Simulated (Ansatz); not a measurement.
The same ligand exchange along the group F, Cl, Br.

Calculated with Ansatz (gas phase, PBE0-D4/def2-TZVP geometries, no zero-point term in ΔE). CCSD(T)/CBS is the MP2 limit (def2-TZVPP, def2-QZVPP) plus CCSD(T) − MP2 in def2-TZVPP, frozen cores. This one scheme is used for every species. DFT in def2-TZVPP. B3LYP here is the variant with VWN-RPA as its local correlation; programs differ in this. For Br outer-core shells are correlated without core-valence functions, which leaves a few kJ/mol of doubt a bond. Scalar relativity is left out up to krypton. Each species was taken in one conformer, which may not be the lowest.

```tsv
reaction	ωB97X-V (kJ/mol)	CCSD(T)/def2-SVP (kJ/mol)	B2PLYP (kJ/mol)	B3LYP-D4 (kJ/mol)
`C[O][Al]([OH])[F]` + H₂S → `C[O][Al]([OH])[SH]` + H–F	75	87	80	77
`C[O][Al]([OH])[Cl]` + H₂S → `C[O][Al]([OH])[SH]` + HCl	56	61	56	55
`C[O][Al]([OH])[Br]` + H₂S → `C[O][Al]([OH])[SH]` + HBr	55	57	55	53
```

Give the CCSD(T)/CBS values in the same order. (An estimate is asked.)

The calculation gave: 71, 53, 55 kJ/mol.

Largest T1 diagnostic: 0.012, for `C[O][Al]([OH])[F]`.
